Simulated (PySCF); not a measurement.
## Vibration and rotation of SnCl

UHF-CCSD(T) constants of SnCl, ²Π (doublet), unpaired electrons π ↑ (PySCF, scalar-relativistic core potentials, basis sets Sn def2-TZVPP with ECP28, Cl def2-TZVPP; masses 119.9022 and 34.9689 u):

```
ωe            : 355.4 cm⁻¹
ωexe          : 1.11 cm⁻¹
Be            : 0.11119 cm⁻¹
αe            : 0.000484 cm⁻¹
De to Sn + Cl : 3.74 eV
```

(1) What force constant and bond length do these constants imply?

(2) Estimate the centrifugal constant D from the Kratzer relation and find the Dunham coefficient a1.

Correlated steps freeze 9 core orbitals. Spin–orbit coupling is left out, which matters for elements this heavy, above all for dissociation energies. The state was picked by a PBE0 search and need not be the measured ground state.

## Answers

(1) Reduced mass μred = 27.073 u; k = 5.8918×10⁻⁷·μred·ωe² (u, cm⁻¹, mdyn/Å) = 2.01 mdyn/Å; Re = √(16.8576/(μred·Be)) (u, cm⁻¹, Å) = 2.366 Å.

(2) D = 4Be³/ωe² = 4.35e-08 cm⁻¹; a1 = −1 − αeωe/(6Be²) = -3.32.
